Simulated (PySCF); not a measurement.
## Calculated data, AlH3N

Calculation on a computer-drawn molecule: vertical ionisation energy to the stated ion spin, frozen-core CCSD(T) at the basis limit and cheaper methods, single-reference cases, UHF for radicals, no spin-orbit; all values are single points at the evaluated structure, the first of each entry, which is the reference or a displaced copy of it and isn't optimised; the reference structure only sets the zero of the energies above reference; triples share is (T) over the correlation energy. Program: PySCF 2.14.0.

Common to all runs: charge 0; multiplicity 2; ion multiplicity 1; diffuse functions no; basis cc-pV(n+d)Z; reference is the Hartree-Fock double-zeta minimum; best is HF at quadruple zeta + MP2 correlation extrapolated from triple and quadruple zeta + CCSD(T) minus MP2 at triple zeta; basis step is the size of the change from the same recipe one zeta lower.

(1) 
```xyz
5
formula=AlH3N ionisation_energy_best=7.808 ionisation_energy_basis_step=0.03173 energy_above_reference_best=10.25 energy_above_reference_basis_step=0.1452 total_energy_HF_triple_zeta=-298.1254 total_energy_CCSD(T)_triple_zeta=-298.4405 total_energy_best=-298.4818 T1_diagnostic_at_triple_zeta=0.01557 D1_diagnostic_at_triple_zeta=0.03673 spin_squared_at_triple_zeta=0.7558 ion_T1_diagnostic_at_triple_zeta=0.0173 ion_D1_diagnostic_at_triple_zeta=0.04024 triples_share_at_triple_zeta=0.03595 basis_functions_triple_zeta=111 dipole_magnitude_HF_at_triple_zeta=1.364 dipole_magnitude_CCSD_unrelaxed_at_triple_zeta=1.416 dipole_magnitude_PBE_at_triple_zeta=1.481 dipole_magnitude_r2SCAN_at_triple_zeta=1.5 dipole_magnitude_B3LYP_at_triple_zeta=1.405 dipole_magnitude_wB97X_at_triple_zeta=1.415
N      1.4458    -0.6712     0.0600
Al     1.1080    -0.0324    -1.5404
H      1.6610     0.0753     0.9298
H      1.6108    -1.5745     0.4685
H      0.8550    -1.1690    -2.6764
```

Units: ionisation_energy_best, ionisation_energy_basis_step in eV; energy_above_reference_best, energy_above_reference_basis_step in kcal/mol; total_energy_HF_triple_zeta, total_energy_CCSD(T)_triple_zeta, total_energy_best in hartree; dipole_magnitude_HF_at_triple_zeta, dipole_magnitude_CCSD_unrelaxed_at_triple_zeta, dipole_magnitude_PBE_at_triple_zeta, dipole_magnitude_r2SCAN_at_triple_zeta, dipole_magnitude_B3LYP_at_triple_zeta, dipole_magnitude_wB97X_at_triple_zeta in debye.

Reference structure:
```xyz
5
AlH3N
N      1.4810    -0.5624     0.1020
Al     1.0531    -0.0744    -1.5444
H      1.6558     0.0589     0.8698
H      1.5852    -1.5127     0.4103
H      0.8229    -1.2507    -2.5940
```

Drawn bonds:
```tsv
atom	other atom	order
1	2	1
1	3	1
1	4	1
2	5	1
```

Triple zeta:
```tsv
method	ionisation energy (eV)	energy above reference (kcal/mol)
HF	7.653	13.05
PBE	7.779	8.774
r2SCAN	7.931	9.988
B3LYP	7.884	10.08
wB97X	7.759	10.7
MP2	7.72	10.62
CCSD	7.754	10.55
CCSD(T)	7.755	10.13
```

(2) 
```xyz
5
formula=AlH3N
N      1.4458    -0.6712     0.0600
Al     1.1080    -0.0324    -1.5404
H      1.6610     0.0753     0.9298
H      1.6621    -1.8549     0.5953
H      0.8550    -1.1690    -2.6764
```

Reference structure:
```xyz
5
AlH3N
N      1.4810    -0.5624     0.1020
Al     1.0531    -0.0744    -1.5444
H      1.6558     0.0589     0.8698
H      1.5852    -1.5127     0.4103
H      0.8229    -1.2507    -2.5940
```

Drawn bonds:
```tsv
atom	other atom	order
1	2	1
1	3	1
1	4	1
2	5	1
```

Q: Estimate the dipole magnitude wB97X at triple zeta of AlH3N (entry 2).
A: 1.33 debye

Q: Give the missing dipole magnitude PBE at triple zeta for AlH3N (entry 2).
A: 1.282 debye

Q: Give the table of triple zeta values for AlH3N (entry 2).
A: 
Triple zeta:
```tsv
method	ionisation energy (eV)	energy above reference (kcal/mol)
HF	7.602	46.46
PBE	7.766	33.13
r2SCAN	7.916	36.73
B3LYP	7.86	36.81
wB97X	7.733	39.32
MP2	7.672	38.77
CCSD	7.734	38.66
CCSD(T)	7.735	37.3
```

Further results for AlH3N (entry 2):

| Quantity | Value |
| --- | --- |
| ionisation energy best | 7.79 eV |
| ionisation energy basis step | 0.03256 eV |
| energy above reference best | 37.47 kcal/mol |
| energy above reference basis step | 0.4144 kcal/mol |
| total energy HF triple zeta | -298.0721 hartree |
| total energy CCSD(T) triple zeta | -298.3972 hartree |
| total energy best | -298.4384 hartree |
| T1 diagnostic at triple zeta | 0.01822 |
| D1 diagnostic at triple zeta | 0.04369 |
| spin squared at triple zeta | 0.7593 |
| ion T1 diagnostic at triple zeta | 0.01877 |
| ion D1 diagnostic at triple zeta | 0.04562 |
| triples share at triple zeta | 0.03942 |
| basis functions triple zeta | 111 |
| dipole magnitude HF at triple zeta | 1.313 debye |
| dipole magnitude CCSD unrelaxed at triple zeta | 1.339 debye |
| dipole magnitude r2SCAN at triple zeta | 1.329 debye |
| dipole magnitude B3LYP at triple zeta | 1.251 debye |
